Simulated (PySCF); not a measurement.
C2H8GeO3. Atoms are numbered in the order given.

```xyz
14

C     -2.5128     0.3683     0.3967
C     -1.2812    -0.2623     1.0539
Ge     0.3158    -0.0496    -0.0425
O      0.7619     1.6472    -0.3374
O      1.6452    -0.9262     0.7607
O      0.1214    -0.6334    -1.7117
H     -2.3675     1.4477     0.2317
H     -2.7103    -0.0839    -0.5877
H     -3.4134     0.2396     1.0180
H     -1.0720     0.1834     2.0406
H     -1.4195    -1.3425     1.2255
H      0.7565     2.1702     0.4747
H      2.4931    -0.7683     0.3224
H      0.1647    -1.5972    -1.7612
```

Coordinates come from a B3LYP-D3(BJ)/def2-SVP optimisation. Other conformers were not sampled.

The numbers are results of PBE/def2-TZVP (PySCF), not measurements.

| Quantity | Result |
|---|---|
| total energy | -2383.26300 hartree |
| highest occupied level | -6.82 eV |
| lowest empty level | -0.81 eV |
| orbital gap | 6.01 eV |
| dipole moment | 1.89 D |
| quadrupole, principal values (traceless, Buckingham form, about the centre of nuclear charge) | -13.70, 4.05, 9.65 D·Å |
| mean static polarisability | 64.9 bohr³ (9.61 Å³) |
| polarisability, principal values | 60.7, 60.8, 73.1 bohr³ |
